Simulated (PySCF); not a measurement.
## How good is the calculation?

Structure with atom numbers: `[O:1]=[C:2]([Cl:3])[c:4]1[cH:5][cH:6][cH:7][s:8]1`. Hydrogens are named by the atom that carries them.

- PBE0/pcSseg-1 with gauge-including orbitals
- geometry: PBE0-D3(BJ)/def2-SVP
- program: PySCF 2.14.0 with density-fitted response routines
- non-relativistic, isolated molecule, single conformer

Reference values: estimated from measurements, as parent shift plus tabulated substituent increment (solution, not stated per compound (mostly CDCl3 or CCl4); Pretsch, Buehlmann, Badertscher, Structure Determination of Organic Compounds, 4th ed. (2009)).
```tsv
atoms	quantity	reference	computed	computed, scaled
H(C5)	δ 1H	7.84	8.04	7.84
H(C7)	δ 1H	7.64	7.65	7.47
H(C6)	δ 1H	7.02	7.18	7.03
```

Computed shifts are σ(ref) − σ with the named reference compound (TMS for H and C) calculated as an isolated molecule at the same level. The measured values may be among those fitted. Scaled to experiment by linear calibration (H and C: mostly CDCl3 data, vs TMS): 1H (scatter 0.21 ppm rms, 0.22 ppm with the 3 outliers that the fit left out). Occasional misses reach two or three times the rms, and more in compound classes unlike the fitted ones.

**Question.** How far are the unscaled 1H shifts from the references?

**Answer.** Mean signed difference +0.12 ppm, mean absolute 0.12 ppm over 3 comparisons; the largest is +0.20 ppm at H(C5) (hydrogen on an aromatic CH).
